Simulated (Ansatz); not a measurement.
Reaction (formal exchange of groups at a C–N bond): `CNB(C)N` + `CCC(CC)CC` → `CCCC(CC)CC` + `CB(N)N`

Computed with Ansatz on PBE0-D4/def2-TZVP structures; ΔE is electronic, products minus reactants. CCSD(T)/CBS adds triple-zeta CCSD(T) − MP2 to the extrapolated MP2 energy (def2 sets, frozen cores). DFT in def2-TZVPP. One conformer a species, not always the lowest.

`CNB(C)N`:

Z-matrix (Å, degrees):
```
C
N 1 1.439
H 1 1.090 2 109.7
H 1 1.097 2 112.3 3 -119.3
H 1 1.097 2 112.2 3 119.2
B 2 1.416 1 127.1 3 0.4
H 2 1.007 1 113.7 3 -179.8
N 6 1.418 2 119.5 1 179.9
C 6 1.582 2 121.1 1 -0.1
H 8 1.005 6 124.5 2 0.0
H 8 1.003 6 122.0 2 180.0
H 9 1.095 6 111.6 2 59.6
H 9 1.093 6 112.3 2 -180.0
H 9 1.095 6 111.7 2 -59.5
```

`CCC(CC)CC`:

Cartesian coordinates in Å:
```
C 0.686 -2.339 -0.809
C 0.696 -0.839 -1.054
C -0.037 -0.020 0.008
C 0.759 0.028 1.312
C -0.049 0.460 2.525
C -0.347 1.389 -0.500
C -1.454 1.453 -1.538
H 1.222 -2.872 -1.597
H 1.156 -2.605 0.141
H -0.339 -2.722 -0.787
H 0.250 -0.645 -2.034
H 1.731 -0.478 -1.118
H -0.995 -0.520 0.217
H 1.186 -0.959 1.513
H 1.613 0.703 1.173
H -0.879 -0.229 2.705
H -0.472 1.460 2.405
H 0.569 0.475 3.426
H -0.626 2.026 0.345
H 0.575 1.820 -0.910
H -1.632 2.480 -1.864
H -1.218 0.867 -2.430
H -2.393 1.067 -1.130
```

`CCCC(CC)CC`:

Cartesian coordinates in Å:
```
C 0.378 -3.120 0.649
C -0.455 -1.862 0.477
C 0.345 -0.711 -0.112
C -0.467 0.543 -0.432
C 0.401 1.628 -1.071
C 0.950 1.270 -2.443
C -1.232 1.086 0.779
C -0.373 1.459 1.977
H 1.229 -2.940 1.312
H -0.208 -3.937 1.078
H 0.776 -3.464 -0.310
H -0.874 -1.571 1.445
H -1.313 -2.073 -0.173
H 1.164 -0.451 0.571
H 0.828 -1.063 -1.030
H -1.225 0.258 -1.177
H -0.198 2.542 -1.157
H 1.233 1.873 -0.401
H 1.644 0.429 -2.401
H 0.142 1.000 -3.130
H 1.488 2.114 -2.882
H -1.980 0.350 1.091
H -1.799 1.966 0.455
H 0.371 2.219 1.724
H -0.989 1.861 2.784
H 0.163 0.594 2.377
```

`CB(N)N`:

```xyz
11

C    -0.240    1.352   -0.086
B     0.038   -0.203   -0.005
N    -1.038   -1.117   -0.108
N     1.359   -0.671    0.197
H     0.609    1.909   -0.490
H    -1.113    1.590   -0.701
H    -0.437    1.754    0.914
H    -0.944   -2.114   -0.033
H    -1.983   -0.813   -0.253
H     2.140   -0.047    0.271
H     1.609   -1.639    0.292
```

```tsv
level	ΔE (kJ/mol)
ωB97X-V	-36.2
ωB97M-V	-37.9
HF/def2-TZVPP	-34.1
MP2/def2-TZVPP	-40.9
SCS-MP2/def2-TZVPP	-38.2
CCSD(T)/def2-TZVPP	-38.1
MP2/def2-QZVPP	-41.6
SCS-MP2/def2-QZVPP	-38.8
```

Task: What does CCSD(T)/CBS give? (Estimate.)

Result: Computed: -39.2 kJ/mol. The listed levels differ from it by 3.0, 1.3, 5.1, -1.7, 1.0, 1.1, -2.4, 0.4 kJ/mol.

Largest T1 diagnostic among the species: 0.010.

In def2-TZVPP, CCSD(T) changes the Hartree–Fock value by −4.0 kJ/mol (the triples alone add −0.0 kJ/mol) and MP2 by −6.8 kJ/mol.
